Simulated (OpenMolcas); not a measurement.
## Xe⁶⁺: effect of the level shift or regulariser

- Program: OpenMolcas 26.06
- Basis: ANO-RCC [10s9p8d5f3g]
- Scalar Hamiltonian: DKH2, point nucleus
- Active space: 2 electrons in 8 orbitals (5s 5p 6s 6p)
- State averaging: 2S+1 = 3 even, 3 roots; 2S+1 = 1 even, 7 roots; 2S+1 = 3 odd, 3 roots; 2S+1 = 1 odd, 3 roots
- Spin-orbit coupling: state interaction with AMFI integrals over the reference wave functions, term energies averaged over their components

Methods on the same reference wave functions:
A. CASSCF
B. MS-CASPT2, IPEA 0.25 Eh, imaginary shift 0.1 Eh (closed shells correlated: 4d)
C. MS-CASPT2, IPEA 0.25 Eh, sigma2 regulariser 0.3 Eh (closed shells correlated: 4d)

Energies in cm⁻¹ above 5s² ¹S₀, the measured ground level; measured values from Saloman, J. Phys. Chem. Ref. Data 33, 765 (2004).

| Level | A | B | C | Measured |
| --- | --- | --- | --- | --- |
| 5s² ¹S₀ | 0.0 | 0.0 | 0.0 | 0.0 |
| 5s 5p ³P°₀ | 92472 | 97100 | 97100 | 96141 |
| 5s 5p ³P°₁ | 96766 | 101000 | 101000 | 100451 |
| 5s 5p ³P°₂ | 107949 | 112580 | 112580 | 113676 |
| 5s 5p ¹P°₁ | 153897 | 140700 | 140700 | 143259 |
| 5p² ³P₀ | 224972 | 225160 | 225170 | 223673 |
| 5p² ³P₁ | 233439 | 234550 | 234550 | 234685 |
| 5p² ¹S₀ | 283385 | 273790 | 273790 | 273208 |

Deviations, from unrounded energies. A percentage is the sum of absolute deviations over the sum of measured energies, with the sign that they share, or ± where signs differ.

```tsv
Against measurement	Levels	A	B	C
mean absolute deviation (cm-1)	7	5200	1100	1100
other configurations (%)	7	±3.1	±0.6	±0.6
```

B, C lie about equally close to measurement and A furthest from it. The largest miss of B in the table is 5s 5p ¹P°₁, by -2600 cm-1. The ranking rests on the paired levels alone, and a cruder setting can come out closer through cancelling errors.

Between B and C no level of the table moves by more than 5 cm-1.

The lowest spin-free term lies below A's lowest term by 0.478 hartree in B, 0.478 hartree in C.

Over all roots computed the reference weight is 0.89 to 0.95 in B, 0.89 to 0.95 in C; the roots of lowest weight are the least certain, and an intruder state may touch them. Active for correlation alone: 6p 6s; no level in the range computed is led by a configuration that fills them, so any true level of that kind is missing. The ¹D term of p² mixes with s d, which this space lacks. Computed and measured levels are paired by configuration, term and J; levels that our copy of the source lacks, or whose pairing is in doubt (as where it misses far off the trend of its configuration), stay unpaired and out of the deviations. Only configurations of the active space appear. Levels that lie high or do not pair safely by name in every column are left out.

° marks odd parity.
